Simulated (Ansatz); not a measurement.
Cartesian coordinates in Å:
```
C -1.266 0.497 1.055
C -0.581 0.490 -0.301
N 0.262 -0.669 -0.509
Al 2.012 -0.727 -0.759
H -1.899 1.381 1.172
H -0.528 0.490 1.860
H -1.901 -0.386 1.175
H -1.343 0.561 -1.090
H 0.039 1.387 -0.400
H -0.269 -1.528 -0.475
H 2.681 -2.150 -0.945
H 2.792 0.652 -0.782
```

The species carries charge 0 and has multiplicity 1.

(1) List the PBE/def2-TZVPP orbital energies in eV (Ansatz 0.2.0). (An estimate is asked.)

Results:

(1) Computed: Occupied: -1505.98, -379.99, -269.63, -268.63, -106.31, -68.41, -68.20, -68.18, -21.63, -17.93, -14.94, -11.95, -11.13, -10.30, -9.59, -8.97, -8.45, -7.72, -7.00, -5.66. Lowest empty: -1.42, -0.11, 0.60, 0.91, 1.28, 1.76, 2.20, 2.58.
